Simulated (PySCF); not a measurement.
Molecule: C₂H₇Si (charge 0, doublet). It need not be the lowest isomer of its formula. SMILES: [SiH2]([CH2])C
Geometry from a B3LYP-D3(BJ)/def2-TZVP (Ansatz) optimisation:
```xyz
10

Si     0.0531     0.5267     0.0378
C     -1.6305    -0.2094     0.1949
C      1.3463    -0.8003    -0.2485
H      0.0600     1.5084    -1.0791
H      0.3902     1.2888     1.2728
H     -1.7953    -1.2679     0.3658
H     -2.5378     0.3835     0.1522
H      1.3560    -1.5162     0.5761
H      1.1454    -1.3490    -1.1706
H      2.3437    -0.3635    -0.3253
```
Charge 0, spin multiplicity 2.

Dispersion corrections to the total energy (kcal/mol) from the dftd3 and dftd4 libraries through PySCF: D3(BJ) without and D4 with the three-body term, each with the damping fitted for the functional named.

| functional | D3(BJ) | D4 |
|---|---|---|
| HSE06 | -2.62 | -2.85 |
| B3LYP | -7.04 | ? |
| CAM-B3LYP | ? | -3.09 |
| TPSS | -5.04 | -4.96 |
| r2SCAN | -1.10 | ? |
| BLYP | -8.59 | -8.17 |
| TPSSh | -4.63 | -4.49 |

**Question.** Fill in the missing entries.

**Answer.** 
- B3LYP, D4: -5.91
- CAM-B3LYP, D3(BJ): -3.13
- r2SCAN, D4: -0.89
